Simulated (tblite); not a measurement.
Species: C₄H₁₀S₃.
Cartesian coordinates in Å at the GFN2-xTB level; atoms count from 1:
```
atom  x, y, z in Å
C1    -2.503   -0.751   -0.634
S2    -1.983   -0.327    1.052
C3    -0.176   -0.470    0.886
C4     0.461    0.677    0.118
S5     0.269    2.268    1.027
C6     1.950    0.456   -0.080
S7     2.225   -1.007   -1.155
H8    -3.585   -0.832   -0.610
H9    -2.208    0.030   -1.328
H10   -2.063   -1.703   -0.916
H11    0.208   -0.504    1.906
H12    0.040   -1.417    0.388
H13   -0.020    0.800   -0.856
H14   -0.993    2.027    1.380
H15    2.442    0.282    0.878
H16    2.394    1.321   -0.572
H17    3.537   -0.836   -1.275
```

All values are computed: GFN2-xTB (tblite) harmonic vibrations without scaling, gas phase. This tight-binding method is rough: wavenumbers can miss measured ones by several per cent, in bad cases by 10 to 20. Modes of hydrogen on sulfur can be 10 to 20 % off. One conformer, not necessarily the lowest.

Harmonic wavenumbers (cm⁻¹): 27.1, 67.9, 85.2, 122.1, 132.6, 165.9, 175.1, 223.2, 269.1, 271.8, 363.1, 392.8, 675.1, 719.9, 729.2, 751.0, 823.3, 828.0, 875.2, 884.1, 943.9, 967.4, 1007.1, 1106.6, 1112.9, 1136.8, 1206.3, 1235.5, 1252.4, 1306.2, 1322.7, 1422.6, 1442.8, 1443.9, 1453.3, 2404.9, 2459.1, 2936.4, 2964.9, 2978.3, 2990.0, 2999.4, 3027.9, 3032.1, 3063.1.

A = 1613, B = 936.4, C = 651.9 MHz; mass 153.994 u (most abundant isotopes); point group C1, symmetry number 1.

Q: What is the zero-point energy?

A: Half the sum of the wavenumbers: 27899 cm⁻¹ = 333.75 kJ/mol.

Q: Give the ideal-gas entropy at 350 K and 1 bar in the rigid-rotor, harmonic-oscillator model (classical rotation).

A: Translation 175.01, rotation 128.23, vibration 166.66: S = 469.9 J/(mol K).

Q: And Cp and H(350 K) − H(0)?

A: Cp = 179.18 J/(mol K), of which vibrations give 145.93 (their classical limit is 45 R = 374.2); H(350 K) − H(0) = 40.01 kJ/mol without the zero-point energy, 28.36 from vibrations.

Q: What must be added to the electronic energy to get the Gibbs energy at 350 K and 1 bar?

A: ZPE + [H(350 K) − H(0)] − T·S = 333.75 + 40.01 − 164.46 = 209.30 kJ/mol.

Q: Which modes carry the vibrational entropy at 350 K?

A: 27.1 cm⁻¹: 26.57; 67.9 cm⁻¹: 18.95; 85.2 cm⁻¹: 17.08; 122.1 cm⁻¹: 14.13; 132.6 cm⁻¹: 13.46; 165.9 cm⁻¹: 11.66 J/(mol K); the other 39 give 64.82 together.

Hindered rotation and anharmonicity are outside this model. Other conformers, if any are populated, would add a mixing term that is left out. The structure is chiral; the term R ln 2 for an equal mix with its mirror image is left out.
